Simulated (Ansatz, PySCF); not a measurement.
Spin states of HOY (SMILES [OH][Y]), each relaxed with B3LYP-D3(BJ)/def2-TZVP.
State 1 (charge 0, multiplicity 1):
```tsv
atom	x (Å)	y (Å)	z (Å)
Y	-1.0413	-0.8590	-0.9183
O	0.2000	0.1951	0.1599
H	0.8081	0.7112	0.6880
```
State 2 (charge 0, multiplicity 3):
| atom | x (Å) | y (Å) | z (Å) |
|---|---|---|---|
| Y | -1.0591 | -0.8746 | -0.9338 |
| O | 0.2098 | 0.2023 | 0.1683 |
| H | 0.8161 | 0.7196 | 0.6952 |

Singlets are restricted, other states unrestricted; no spin–orbit coupling, no relativity up to Kr; see below for the cores. The largest T1 diagnostic is 0.022.

Correlated levels freeze the inner cores; with def2 sets outer-core shells near the valence are correlated too. CBS(a, b) extrapolates the correlation energy as X⁻³ and adds the Hartree–Fock energy of set b.

Programs: Ansatz (Gaussian orbitals); PySCF for the dispersion terms. Values without a source in brackets are computed. In def2 rows elements past Kr take small-core potentials, without spin–orbit coupling.

```json
[
 {"level": "SVWN5/def2-TZVPP", "energy of the multiplicity-3 state less that of the multiplicity-1 state (kcal/mol)": "22.36"},
 {"level": "r2SCANh/def2-TZVPP", "energy of the multiplicity-3 state less that of the multiplicity-1 state (kcal/mol)": "10.34"},
 {"level": "B3LYP-D4/def2-TZVPP", "energy of the multiplicity-3 state less that of the multiplicity-1 state (kcal/mol)": "20.19"},
 {"level": "BHLYP/def2-TZVPP", "energy of the multiplicity-3 state less that of the multiplicity-1 state (kcal/mol)": "20.20"},
 {"level": "CAM-B3LYP-D4/def2-TZVPP", "energy of the multiplicity-3 state less that of the multiplicity-1 state (kcal/mol)": "21.50"},
 {"level": "wB97X-V/def2-TZVPP", "energy of the multiplicity-3 state less that of the multiplicity-1 state (kcal/mol)": "22.57"},
 {"level": "B2PLYP-D4/def2-TZVPP", "energy of the multiplicity-3 state less that of the multiplicity-1 state (kcal/mol)": "24.40"},
 {"level": "CCSD(T)/def2-SVP", "energy of the multiplicity-3 state less that of the multiplicity-1 state (kcal/mol)": "___"},
 {"level": "CCSD(T)/CBS(def2-SVP, def2-TZVPP)", "energy of the multiplicity-3 state less that of the multiplicity-1 state (kcal/mol)": "___"}
]
```

Problem. Some entries are withheld; supply them.

Solution. 
- CCSD(T)/def2-SVP, energy of the multiplicity-3 state less that of the multiplicity-1 state (kcal/mol): 29.42
- CCSD(T)/CBS(def2-SVP, def2-TZVPP), energy of the multiplicity-3 state less that of the multiplicity-1 state (kcal/mol): 30.40

Doubts at one or more of the structures used: a restricted determinant that unrestricted orbitals would lower (CCSD(T)/def2-SVP, CCSD(T)/CBS(def2-SVP, def2-TZVPP)).

Ansatz is a program for electronic structure.
